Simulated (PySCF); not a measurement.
**SMILES C=C[C@]12CC[C@H]1C2, C7H10**

Molfile (atoms numbered from 1):
```
C7H10
     RDKit          3D

 17 18  0  0  0  0  0  0  0  0999 V2000
   -2.1750   -0.2710    1.3544 C   0  0  0  0  0  0  0  0  0  0  0  0
   -1.4248    0.5552    0.6408 C   0  0  0  0  0  0  0  0  0  0  0  0
   -0.2403    0.1682   -0.1153 C   0  0  2  0  0  0  0  0  0  0  0  0
    0.4917   -1.1703   -0.0313 C   0  0  0  0  0  0  0  0  0  0  0  0
    1.8387   -0.4294   -0.1603 C   0  0  0  0  0  0  0  0  0  0  0  0
    1.0936    0.8924   -0.2617 C   0  0  1  0  0  0  0  0  0  0  0  0
    0.1440    0.8410   -1.4094 C   0  0  0  0  0  0  0  0  0  0  0  0
   -3.0396    0.0735    1.8945 H   0  0  0  0  0  0  0  0  0  0  0  0
   -1.9559   -1.3231    1.4211 H   0  0  0  0  0  0  0  0  0  0  0  0
   -1.6760    1.6079    0.5854 H   0  0  0  0  0  0  0  0  0  0  0  0
    0.3727   -1.6629    0.9304 H   0  0  0  0  0  0  0  0  0  0  0  0
    0.2563   -1.8758   -0.8278 H   0  0  0  0  0  0  0  0  0  0  0  0
    2.4417   -0.6865   -1.0316 H   0  0  0  0  0  0  0  0  0  0  0  0
    2.4544   -0.5087    0.7327 H   0  0  0  0  0  0  0  0  0  0  0  0
    1.4193    1.8180    0.1840 H   0  0  0  0  0  0  0  0  0  0  0  0
    0.3749    0.2294   -2.2697 H   0  0  0  0  0  0  0  0  0  0  0  0
   -0.3827    1.7540   -1.6460 H   0  0  0  0  0  0  0  0  0  0  0  0
  1  2  2  0
  3  2  1  1
  3  4  1  0
  4  5  1  0
  5  6  1  0
  6  7  1  0
  6  3  1  0
  7  3  1  0
  1  8  1  0
  1  9  1  0
  2 10  1  0
  4 11  1  0
  4 12  1  0
  5 13  1  0
  5 14  1  0
  6 15  1  1
  7 16  1  0
  7 17  1  0
M  END
```

Method: TDDFT B3LYP/def2-SVPD circular dichroism and optical rotation, one conformer, gas phase (PySCF). Geometry: GFN2-xTB.

The molecule is flexible and this is one conformer; a measurement averages over conformers. States above about 6.4 eV (minus the energy of the highest occupied orbital) lie near or above the ionisation threshold and depend on the basis.

Stereocentres: C3 R, C6 S.

(1) Give the optical rotatory dispersion at 633, 589.3, 546, 436, 405, 365, 355 nm.

(2) And for the mirror image at 589.3 nm?

(3) What is the molar rotation [Φ] = [α]·M/100 of the geometry above at 589.3 nm?

Results:

(1) [α] in deg dm⁻¹ (g/mL)⁻¹:
| λ (nm) | origin-invariant length gauge | modified velocity gauge | length gauge (centre of mass) | isotropic polarisability (au) |
| --- | --- | --- | --- | --- |
| 633 | +348.9 | +361.1 | +348.3 | 83.0 |
| 589.3 | +416.1 | +430.6 | +415.4 | 83.4 |
| 546 | +505.3 | +522.7 | +504.4 | 83.9 |
| 436 | +942.7 | +974.2 | +941.0 | 86.1 |
| 405 | +1183.4 | +1222.6 | +1181.3 | 87.2 |
| 365 | +1677.3 | +1731.8 | +1674.1 | 89.0 |
| 355 | +1853.8 | +1913.7 | +1850.2 | 89.6 |

(2) -416.1 deg dm⁻¹ (g/mL)⁻¹ (origin-invariant length gauge): the same size and the opposite sign.

(3) With M = 94.16 g/mol, +391.8 deg cm² dmol⁻¹ (origin-invariant length gauge).

The first excitation lies at 6.15 eV (202 nm) with R = +109.3 × 10⁻⁴⁰ esu² cm² (velocity form).
